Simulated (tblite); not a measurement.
C11H9Cl.
Structure used (GFN2-xTB), in Å, numbered top down from 1:
```xyz
21
C11H9Cl angstrom
C      1.0984    2.9427    0.6594
C      1.0991    1.7684    0.4102
C      1.1210    0.3853    0.1137
C      2.3043   -0.2312   -0.2963
Cl     3.7474    0.7141   -0.4409
C      2.3401   -1.5830   -0.5880
C      1.1836   -2.3332   -0.4637
C      0.0012   -1.7364   -0.0592
C     -0.0493   -0.3809    0.2262
C     -1.3036    0.2885    0.6603
C     -2.6355   -0.1318    0.1185
C     -2.0419    1.1776   -0.3017
H      1.0967    3.9691    0.8757
H      3.2653   -2.0375   -0.9043
H      1.2070   -3.3902   -0.6817
H     -0.8928   -2.3326    0.0433
H     -1.2721    0.6275    1.6908
H     -3.4855   -0.1267    0.7838
H     -2.6645   -0.9237   -0.6143
H     -1.6553    1.2585   -1.3064
H     -2.4725    2.0927    0.0740
```

All values are computed: GFN2-xTB (tblite) harmonic vibrations without scaling, gas phase. Against measured fundamentals such values can be off by several per cent, at times by over 20. One conformer, not necessarily the lowest.

Harmonic wavenumbers (cm⁻¹): 32.1, 66.6, 108.2, 136.0, 148.5, 186.4, 261.0, 279.1, 350.7, 367.8, 384.9, 449.9, 502.4, 526.2, 548.7, 606.9, 637.2, 671.0, 704.0, 775.9, 796.2, 800.9, 822.9, 853.5, 895.1, 921.5, 984.8, 996.5, 1050.1, 1069.7, 1078.1, 1089.1, 1101.0, 1145.7, 1153.9, 1186.2, 1209.6, 1244.0, 1252.9, 1308.8, 1369.4, 1419.4, 1437.9, 1452.0, 1491.7, 1553.0, 1581.6, 2256.5, 3020.2, 3085.8, 3090.8, 3092.6, 3093.9, 3096.7, 3108.8, 3112.2, 3396.6.

A = 1325, B = 666.2, C = 458.8 MHz; mass 176.039 u (most abundant isotopes); point group C1, symmetry number 1.

Q: Zero-point energy?

A: Half the sum of the wavenumbers: 34682 cm⁻¹ = 99.16 kcal/mol.

Q: Entropy at 200 K, 1 bar (ideal gas, RRHO, classical rotation)?

A: Translation 39.45, rotation 29.86, vibration 21.84: S = 91.1 cal/(mol K).

Q: And Cp and H(200 K) − H(0)?

A: Cp = 31.94 cal/(mol K), of which vibrations give 23.99 (their classical limit is 57 R = 113.3); H(200 K) − H(0) = 3.95 kcal/mol without the zero-point energy, 2.36 from vibrations.

Q: Which modes carry the vibrational entropy at 200 K?

A: 32.1 cm⁻¹: 4.90; 66.6 cm⁻¹: 3.47; 108.2 cm⁻¹: 2.53; 136.0 cm⁻¹: 2.11; 148.5 cm⁻¹: 1.95; 186.4 cm⁻¹: 1.55 cal/(mol K); the other 51 give 5.33 together.

Q: Blend soft modes into free rotors: weight 1/[1 + (100 cm⁻¹/ν̃)⁴] for the oscillator and the rest for a rotor with moment μB/(μ + B), μ = h/(8π²ν), B = 10⁻⁴⁴ kg m². What vibrational entropy results?

A: 20.05 cal/(mol K) in place of 21.84, which changes −T·S at 200 K by +0.36 kcal/mol.

Q: How do the functions run with temperature in this model?

A: 
```
T (K)  S (cal/(mol K))  Cp (cal/(mol K))  H − H(0) (kcal/mol)  G − H(0) (kcal/mol)  ln q(vib)
  100             73.7              19.9                 1.37                -6.01       2.12
  300            106.5              44.9                 7.79               -24.17       8.05
  500            134.9              66.7                19.08               -48.37      14.14
  800            170.9              86.1                42.31               -94.44      22.99
 1000            191.0              94.0                60.36              -130.69      28.45
```

q(vib) and H(0) count from the zero-point level.

Hindered rotation and anharmonicity are outside this model. Other conformers, if any are populated, would add a mixing term that is left out. The structure is chiral; the term R ln 2 for an equal mix with its mirror image is left out.

On AMD EPYC 9R45, 2 threads (shared host), this took 0.85 s wall, 1.7 s CPU. The figure is for the frequency step alone.
